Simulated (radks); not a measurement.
Q: All-electron atom: Nb11+ in [Ar] 3d10 4s1 4p1 (not the ground configuration). Calculated with a radial shooting solver on a logarithmic mesh with Libxc functionals: non-relativistic Kohn-Sham, PBE, spin-polarised, spherical densities, point nucleus; open shells are filled with parallel spins first (spin-orbit coupling, left out, can overturn this in heavy ions); relativity is left out, which matters for an element this heavy. Some entries of the table are withheld. Estimate them.

orbital,occ.,eigenvalue (eV),<r> (bohr),<1/r> (bohr^-1)
1s up,1,-18578.58,0.03720,40.49
1s down,1,-18578.10,0.03720,40.49
2s up,1,-2740.725,0.1628,9.112
2s down,1,-2740.419,0.1628,9.111
2p up,3,-2536.353,0.1397,9.103
2p down,3,-2535.950,0.1397,9.103
3s up,1,-627.2932,0.4521,3.158
3s down,1,-626.5301,0.4516,3.160
3p up,3,-549.4193,0.4471,3.067
3p down,3,-548.6010,0.4464,3.070
3d up,5,-407.2490,0.4249,(1)
3d down,5,-406.4224,0.4238,(2)
4s up,1,-235.5348,1.040,1.320
4s down,0,-230.3643,1.036,1.328
4p up,1,-209.9446,1.085,(3)
4p down,0,-204.6663,1.080,(4)

A: 
(1) 3d up <1/r> (bohr^-1): 2.891
(2) 3d down <1/r> (bohr^-1): 2.896
(3) 4p up <1/r> (bohr^-1): 1.251
(4) 4p down <1/r> (bohr^-1): 1.259
